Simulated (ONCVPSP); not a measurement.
## Configuration tests for boron (ONCV)

ONCVPSP 4.0.1 input, shortened (lines: element, Z, core and valence counts, functional; n l f; lmax; l rc ep ncon nbas qcut; lloc lpopt rc5 dvloc0; l nproj debl; icmod fcfact rcfact), PBEsol, fully relativistic:

```
  B 5.00    1    2  -116133      upf
    1    0    2.00
    2    0    2.00
    2    1    1.00
    2
    0    1.70    0.00    4    7    3.60
    1    2.35    0.00    4    9    7.10
    2    1.90    0.33    3    7    4.20
    4    4    1.25    4.00
    0    2    2.30
    1    2    2.10
    2    1    1.60
    1    0.65    0.00
```

Open shells are filled in proportion to 2j + 1.

Energies are relative to the spin-unpolarised reference configuration 2s2 2p1; without spin polarisation the order of configurations can differ from experiment.

| valence configuration | charge | ΔE all-electron (eV) | error AE − PS (meV) |
| --- | --- | --- | --- |
| 2s2 2p0 | +1 | 8.139 | +27 |
| 2s2 2p0.5 | +0.5 | 2.855 | +3.8 |

Problem. What are ΔE and the potential's error for 2s1 2p2?

Solution. ΔE = 5.819 eV all-electron; the error (AE − PS) is -1.9 meV.

Problem. What are ΔE and the potential's error for 2s1 2p0?

Solution. ΔE = 33.401 eV all-electron; the error (AE − PS) is +65 meV.

Levels in the configuration 2s2 2p0:

```json
{"level": "2s j=1/2", "all-electron (eV)": "-19.378", "pseudo (eV)": "-19.340"}
```
